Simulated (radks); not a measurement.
Charge is removed step by step from the 2p down level of Tc34+, starting from [He] 2s2 2p(up 3, down 2). Method: scalar-relativistic Kohn-Sham, PBE, spin-polarised, spherical densities, finite nucleus; Fermi nuclear charge, rms radius 4.4112 fm; computed with a radial shooting solver on a logarithmic mesh with Libxc functionals.

removed (e)  E - E(0) (eV)  eigenvalue (eV)  E minus straight line (eV)
0                    0.000          -4631.0                       0.000
0.1                 463.85          -4648.3                      -7.796
0.2                 929.44          -4665.7                     -13.855
0.3                 1396.8          -4683.0                     -18.180
0.4                 1865.8          -4700.3                     -20.770
0.5                 2336.6          -4717.6                     -21.629
0.6                 2809.1          -4734.9                     -20.756
0.7                 3283.4          -4752.2                     -18.155
0.8                 3759.4          -4769.5                     -13.827
0.9                 4237.1          -4786.7                      -7.774
1                   4716.5          -4803.9                       0.000

Removing the whole electron costs 4716.5 eV by Delta-SCF, against 4631.0 eV from minus the eigenvalue at the starting occupation. Slater's transition state (half an electron removed) gives 4717.6 eV. Integrating minus the eigenvalue over the occupation (Janak's theorem) gives 4717.6 eV. In this scalar-relativistic scheme the density is built from large components alone, so the theorem holds only approximately. The mean slope of the eigenvalue, de/dn, is 173 eV per electron. Ionisation energy of Tc34+ in the NIST Atomic Spectra Database: 4681 eV (semi-empirical).
